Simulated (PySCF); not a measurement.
Geometry:
| atom | x (Å) | y (Å) | z (Å) |
| --- | --- | --- | --- |
| C1 | 2.899 | 0.254 | -0.280 |
| C2 | 1.812 | -0.073 | 0.160 |
| Si3 | 0.189 | -0.565 | 0.824 |
| C4 | -1.276 | -0.435 | -0.291 |
| C5 | -1.849 | 0.553 | 0.427 |
| Cl6 | -3.349 | 1.330 | 0.128 |
| S7 | -0.874 | 1.055 | 1.842 |
| H8 | 3.858 | 0.545 | -0.671 |
| H9 | 0.332 | -1.786 | 1.659 |
| H10 | -1.683 | -0.898 | -1.189 |

Geometry: PBE0-D3(BJ)/def2-SVP; GIAO absolute shieldings from PySCF 2.14, gas phase, non-relativistic, averaged over equivalent atoms.

At PBE0/6-31G (81 basis functions, 8 s wall time on 1 thread of an Arm Neoverse V2, shared host):
| atoms | σ (ppm) |
| --- | --- |
| C5 | 45.9 |
| C4 | 85.1 |
| C1 | 98.5 |
| C2 | 123.9 |
| Si3 | 469.7 |
| Cl6 | 597.2 |
| S7 | 516.9 |
| H10 | 27.05 |
| H9 | 27.48 |
| H8 | 29.53 |

Task: What do these become at B97-D/pcSseg-1?

Result: 
| atoms | σ at B97-D/pcSseg-1 | change |
| --- | --- | --- |
| C5 | 18.8 | -27.1 |
| C4 | 65.1 | -20.0 |
| C1 | 79.4 | -19.1 |
| C2 | 101.2 | -22.7 |
| Si3 | 406.2 | -63.5 |
| Cl6 | 519.7 | -77.5 |
| S7 | 421.8 | -95.1 |
| H10 | 26.19 | -0.86 |
| H9 | 26.26 | -1.22 |
| H8 | 28.79 | -0.74 |

The largest change is at S7 (sulfur bonded to C, Si, in a 4-membered ring). Cost: 155 basis functions, 19 s wall time on 1 thread of an Arm Neoverse V2, shared host. The order of the carbon signals is the same at both levels.

Carbons that carry Cl, above all several Cl atoms, come out too deshielded, partly because spin–orbit coupling is missing.
